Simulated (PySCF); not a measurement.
## Arsenic: a sound run and one with changed settings

Sound run: As⁺ [Ar] 3d10 4s2 4p2, As²⁺ [Ar] 3d10 4s2 4p1. All numbers are calculated (PySCF 2.14, the non-relativistic Hamiltonian (point nucleus), in def2-SVP). In the sound run the correlated levels freeze [Ar] 3d10. The sound run starts from symmetry-adapted Hartree-Fock orbitals and uses a fine grid where one is needed.

Changed run: the spin-free X2C one-electron Hamiltonian (Gaussian nucleus). This setting is unsound on purpose.

```json
{"species": "As⁺", "method": "UHF", "sound run (hartree)": "-2233.56916", "changed run (hartree)": "-2252.98903", "converged": "yes"}
{"species": "As⁺", "method": "TPSS", "sound run (hartree)": "-2235.12265", "changed run (hartree)": "-2254.54044", "converged": "yes"}
{"species": "As⁺", "method": "MN15", "sound run (hartree)": "-2235.46835", "changed run (hartree)": "-2254.87946", "converged": "yes"}
{"species": "As⁺", "method": "MP2", "sound run (hartree)": "-2233.61327", "changed run (hartree)": "-2253.03294", "converged": "yes"}
{"species": "As⁺", "method": "CCSD(T)", "sound run (hartree)": "-2233.63096", "changed run (hartree)": "-2253.05025", "converged": "yes"}
{"species": "As²⁺", "method": "UHF", "sound run (hartree)": "-2232.90741", "changed run (hartree)": "-2252.32580", "converged": "yes"}
{"species": "As²⁺", "method": "TPSS", "sound run (hartree)": "-2234.43936", "changed run (hartree)": "-2253.85540", "converged": "yes"}
{"species": "As²⁺", "method": "MN15", "sound run (hartree)": "-2234.78216", "changed run (hartree)": "-2254.19191", "converged": "yes"}
{"species": "As²⁺", "method": "MP2", "sound run (hartree)": "-2232.94196", "changed run (hartree)": "-2252.36017", "converged": "yes"}
{"species": "As²⁺", "method": "CCSD(T)", "sound run (hartree)": "-2232.95851", "changed run (hartree)": "-2252.37627", "converged": "yes"}
```

Ionisation energy of As⁺:

```json
{"method": "UHF", "sound run (eV)": "18.007", "changed run (eV)": "18.047"}
{"method": "TPSS", "sound run (eV)": "18.593", "changed run (eV)": "18.641"}
{"method": "MN15", "sound run (eV)": "18.672", "changed run (eV)": "18.709"}
{"method": "MP2", "sound run (eV)": "18.267", "changed run (eV)": "18.307"}
{"method": "SCS-MP2", "sound run (eV)": "18.200", "changed run (eV)": "18.240"}
{"method": "CCSD", "sound run (eV)": "18.290", "changed run (eV)": "18.332"}
{"method": "CCSD(T)", "sound run (eV)": "18.298", "changed run (eV)": "18.340"}
```

Most of the change in total energy is the relativistic energy itself. On top of that the contraction fixes the core shape for the Hamiltonian it was made with, so the changed run is not a good calculation with the other Hamiltonian either.

For comparison, NIST gives 18.589 eV between the lowest levels.
